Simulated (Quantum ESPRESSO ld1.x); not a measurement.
Q: The table gives one normalised radial function P(r) = r R(r) (large component) of Pb3+ in [Xe] 4f14 5d10 6s1 (r in bohr). All-electron calculation, Dirac Kohn-Sham, PBEsol, spin-unpolarised, spherical densities, point nucleus. Program: ld1.x of Quantum ESPRESSO 7.5.

r	P
0.001718	0.0532
0.001984	0.0581
0.00231	0.0635
0.002667	0.0686
0.003105	0.0740
0.003586	0.0789
0.004175	0.0835
0.004821	0.0871
0.005568	0.0896
0.006482	0.0905
0.007486	0.0893
0.008715	0.0851
0.01006	0.0779
0.01172	0.0661
0.01353	0.0507
0.01563	0.0308
0.01819	0.0050
0.02101	-0.0231
0.02446	-0.0552
0.02825	-0.0856
0.03289	-0.1137
0.03798	-0.1326
0.04386	-0.1390
0.05106	-0.1276
0.05897	-0.0965
0.06865	-0.0423
0.07928	0.0246
0.0923	0.1005
0.1066	0.1619
0.1231	0.1954
0.1433	0.1835
0.1655	0.1202
0.1927	0.0065
0.2225	-0.1206
0.2591	-0.2338
0.2992	-0.2801
0.3455	-0.2400
0.4022	-0.1036
0.4645	0.0832
0.5408	0.2805
0.6246	0.4042
0.7271	0.4162
0.8397	0.2988
0.9697	0.0766
1.129	-0.2174
1.304	-0.4885
1.518	-0.7062
1.753	-0.8116
2.041	-0.8065
2.357	-0.7086
2.722	-0.5553
3.169	-0.3785
3.659	-0.2317
4.26	-0.1185
4.92	-0.0532
5.728	-0.0188
6.615	-0.0057

Which n and l does it have? It may be an empty orbital.

A: n = 6, l = 0: the number of nodes gives n - l - 1 = 5, the rise at small r points to l (this Dirac orbital starts as r^gamma with gamma = sqrt((l + 1)^2 - (Z/c)^2) = 0.80; the j = 1/2 orbital of l + 1 starts with the same power, but with a smaller coefficient, and then steepens), and the extent must fit the shell. The curve is that of 6s1/2. 6s1/2: eigenvalue -37.520 eV, 5 radial nodes at r = 0.0187, 0.0754, 0.194, 0.437, 1.01 bohr, <r> = 2.09 bohr, 90 % of the charge inside 2.99 bohr.
